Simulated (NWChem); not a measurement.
GeNH$_{5}$O; SMILES [NH2][GeH2][OH]

```xyz
8

Ge    -0.3428     0.0086     0.0000
N      0.6444    -1.5159     0.0000
O      0.7636     1.4154     0.0000
H     -1.1989     0.0257     1.2808
H     -1.1989     0.0257    -1.2808
H      1.2210    -1.6503    -0.8261
H      1.2210    -1.6503     0.8261
H      0.3053     2.2624     0.0000
```
Atoms are numbered in this order, from 1.

Program: NWChem. Pople sets run with spherical d functions. Medium grid unless said otherwise, to which SCAN and Minnesota functionals are sensitive. The geometry was optimised at PBE0/def2-SVP. B3LYP is NWChem's, with the RPA form of VWN correlation.

Problem. Order these by “dipole (D)”, lowest first: M06-2X/6-31G*; B3LYP/6-31G*; TPSS/6-31G*.

Solution. TPSS/6-31G* (0.54), B3LYP/6-31G* (0.61), M06-2X/6-31G* (0.72)
